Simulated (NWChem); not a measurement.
System: SiHOCl3; SMILES Cl[Si](O)(Cl)Cl

```xyz
6

O     -1.8997     0.1372     0.0000
Si    -0.2694     0.0199     0.0000
Cl     0.4030    -0.9796     1.6522
Cl     0.4517     1.9180     0.0000
Cl     0.4030    -0.9796    -1.6522
H     -2.4137    -0.6771     0.0000
```
Atoms are numbered in this order, from 1.

Program: NWChem. Medium grid unless said otherwise, to which SCAN and Minnesota functionals are sensitive. Coordinates come from a PBE0/def2-SVP optimisation.

For level M06-L/def2-SVP:

```yaml
highest occupied level (eV): -8.20
orbital gap (eV): 7.61
```

**Question.** Estimate the same quantities for level PBE/def2-SVP.

**Answer.** 
- highest occupied level (eV): -7.66
- orbital gap (eV): 6.87
